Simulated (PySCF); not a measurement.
AlH3, SMILES [AlH3].

Geometry optimised at ωB97X-D3(BJ)/def2-TZVPD. The isomer is the one that the SMILES or the coordinates give; other isomers of the formula were not compared.

The numbers are results of TDA-LC-ωPBE/def2-TZVPD (PySCF), not measurements.

Vertical excitations; the highest root listed may be one member of a degenerate set. Gas-phase values at a fixed geometry. State labels are in the subgroup C2v.

| state | symmetry | energy (eV) | λ (nm) | f | main pairs |
|---|---|---|---|---|---|
| S1 | B2 | 5.64 | 220 | 0.000 | HOMO−1→LUMO (degenerate set) |
| S2 | A2 | 5.64 | 220 | 0.000 | HOMO→LUMO (degenerate set) |
| S3 | B1 | 8.42 | 147 | 0.000 | HOMO→LUMO+3 44 %, HOMO−1→LUMO+4 44 % |
| S4 | B1 | 8.66 | 143 | 0.230 | HOMO→LUMO+1, HOMO→LUMO+2 (degenerate set) |
| S5 | A1 | 8.66 | 143 | 0.230 | HOMO−1→LUMO+1, HOMO−1→LUMO+2 (degenerate set) |
| S6 | B1 | 9.05 | 137 | 0.006 | HOMO→LUMO+2, HOMO→LUMO+1, HOMO−1→LUMO+4, HOMO→LUMO+3 (degenerate set) |
| S7 | A1 | 9.05 | 137 | 0.006 | HOMO−1→LUMO+2, HOMO−1→LUMO+1, HOMO−1→LUMO+3, HOMO→LUMO+4 (degenerate set) |
| S8 | A1 | 9.57 | 130 | 0.000 | HOMO→LUMO+4 45 %, HOMO−1→LUMO+3 45 % |
| S9 | B1 | 9.75 | 127 | 0.870 | HOMO−1→LUMO+4, HOMO→LUMO+3, HOMO→LUMO+2 (degenerate set) |
| S10 | A1 | 9.75 | 127 | 0.870 | HOMO−1→LUMO+3, HOMO→LUMO+4, HOMO−1→LUMO+2 (degenerate set) |
| T1 | B2 | 5.00 | 248 | 0 | HOMO−1→LUMO (degenerate set) |
| T2 | A2 | 5.00 | 248 | 0 | HOMO→LUMO (degenerate set) |
| T3 | A1 | 7.48 | 166 | 0 | HOMO−1→LUMO+2, HOMO−1→LUMO+9, HOMO→LUMO+4, HOMO−1→LUMO+3 (degenerate set) |
| T4 | B1 | 7.48 | 166 | 0 | HOMO→LUMO+2, HOMO→LUMO+9, HOMO→LUMO+3, HOMO−1→LUMO+4 (degenerate set) |
Triplets are in the Tamm–Dancoff approximation.
